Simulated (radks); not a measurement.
Results of a calculation; reference values are marked as such.
All-electron atom: the cadmium ion Cd+ in [Kr] 4d10 5p1 (not the ground configuration).

Code: a radial shooting solver on a logarithmic mesh with Libxc functionals. Model: Dirac Kohn-Sham, PBEsol, spin-unpolarised, spherical densities, point nucleus; open shells fill j = l - 1/2 first.

Energy parts (eV):
| part | energy |
|---|---|
| total | -152190.098 |
| kinetic | 159580.699 |
| electron-nucleus | -368857.006 |
| Hartree | 61216.219 |
| exchange-correlation | -4130.009 |

Orbitals (lengths in bohr, moments of r in powers of bohr; r(90%) holds 90 % of the orbital's charge):
orbital  occ.  eigenvalue (eV)   <1/r>  r(90%)
1s1/2       2        -26505.42   50.63  0.0546
2s1/2       2        -3942.887   11.69   0.203
2p1/2       2        -3671.847   11.67   0.182
2p3/2       4        -3479.543   10.93   0.189
3s1/2       2        -743.0161   4.102   0.528
3p1/2       2        -634.3992   4.010   0.527
3p3/2       4        -600.0570   3.830   0.542
3d3/2       4        -407.6761   3.670   0.526
3d5/2       6        -400.6952   3.624   0.531
4s1/2       2        -116.0812   1.582    1.28
4p1/2       2         -81.2501   1.461    1.39
4p3/2       4         -75.4074   1.402    1.44
4d3/2       4         -22.3724   1.075    1.99
4d5/2       6         -21.6608   1.059    2.02
5p1/2       1          -8.3412  0.3849    4.95
5p3/2       0          -7.9794  0.3707    5.11

The highest occupied level is 5p1/2 at -8.341 eV. Summed over all electrons, <r^2> = 42.52 bohr^2, which gives a Langevin (diamagnetic) susceptibility term of -33.7 x 10^-6 cm^3/mol.
